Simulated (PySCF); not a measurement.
Cl4Sn, SMILES [Cl][Sn]([Cl])([Cl])[Cl], singlet at its B3LYP/def2-SVP optimised geometry (Å):

```
5

Cl     1.5596    -1.1023     0.0000
Sn    -0.7791    -1.1023     0.0000
Cl    -1.5581    -2.2044    -1.9099
Cl    -1.5586    -2.2062     1.9088
Cl    -1.5596     1.1023     0.0000
```

Computed with B3LYP/def2-TZVP, def2 effective core potentials past Kr (PySCF). The core electrons that the potentials of Sn replace are not part of the density. Cells within 0.4 Å of a nucleus heavier than hydrogen are left out (blank, or x).

Map of the Laplacian of the electron density (e/bohr⁵), clipped to [-1.50, 1.50] on the plane z = 0.0 Å:

```
|5555555555555555555555555|
|5555555555555555555555555|
|5555555555555555555555555|
|5555555555555555555555555|
|5555555555555555555555555|
|5555555555555555555555555|
|5555555555555555555555555|
|5555554434555555555555555|
|5555549xx2555555555555555|
|5555549xx4555555555555555|
|5555553993555555555555555|
|5555555445555555555555555|
|5555555555555555555555555|
|5555555579985555445555555|
|5555555691098553993555555|
|555555589xx09545xx9455555|
|555555579xx99553xx9455555|
|5555555599996554333555555|
|5555555557865555555555555|
|5555555555555555555555555|
|5555555555555555555555555|
|5555555555555555555555555|
|5555555555555555555555555|
|5555555555555555555555555|
|5555555555555555555555555|
```
Scale: ten equal steps from -1.50 (start of '0') to 1.50 (end of '9'), in the order '0123456789'; x runs from -4.00 to 4.00, y from -4.00 (bottom) to 4.00 (top).
